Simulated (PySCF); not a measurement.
**Question.** What does the PBE0-D3(BJ)/def2-SVP structure of `[NH2][In]([NH2])[NH2]` (In(NH2)3) look like in three dimensions?

**Answer.** 
Z-matrix in Å and degrees, rows numbered from 1:
```
In
N   1  2.0382
H   2  1.0164  1  116.56
H   2  1.0162  1  116.43  3  -129.61
N   1  2.0374  2  119.39  3   164.92
H   5  1.0162  1  116.66  2  -160.09
H   5  1.0161  1  116.68  2   -29.97
N   1  2.0374  2  119.52  3   -30.43
H   8  1.0163  1  116.67  2    35.46
H   8  1.0161  1  116.69  2   165.52
```

N2 (nitrogen bonded to In and 2 H) is pyramidal (angles 116.6°, 116.4° and 108.2°, sum 341.1°, 0.31 Å off the plane of its three neighbours). In1 (indium bonded to 3 N) is almost planar (angles 119.5°, 119.4° and 119.3°, sum 358.2°, 0.16 Å off the plane of its three neighbours). All 3 In–N bonds measure 2.037 to 2.038 Å.

Computed, not measured: PBE0-D3(BJ)/def2-SVP geometry optimisation, gas phase, def2 core potentials past Kr in PySCF.

Whether it is a minimum is left open (no frequencies). The numbers are those of one conformer (N5–In1–N2–H 165° and 35°, N2–In1–N5–H -160° and -30°, N2–In1–N8–H 35° and 166°).
